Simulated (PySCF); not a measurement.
**A thermochemical cycle for SnBr**

PBE in PySCF with def2-TZVPPD on every atom (core potentials on Sn), for the lowest determinant that a PBE0 search found; no spin–orbit coupling. SnBr, a doublet (π ↑), has De = 3.71 eV to neutral atoms, and SnBr⁺, a singlet (closed shell), has De = 4.13 eV to Sn⁺ + Br.

At the same level the Sn atom ionises at 7.26 eV.

Question: What is the adiabatic ionisation energy of the molecule, and does ionisation strengthen or weaken the bond?

Answer: IE = IE(Sn) + De(neutral) − De(ion) = 7.26 + 3.71 − 4.13 = 6.84 eV. De changes by +0.42 eV, so ionisation strengthens the bond.

Spin–orbit coupling is left out, which matters for elements this heavy, above all for dissociation energies. For an ion De counts to the pair picked by the measured ionisation energies or electron affinities, which need not be the lowest pair at this level. States were picked by a PBE0 search and need not be the measured ground states.
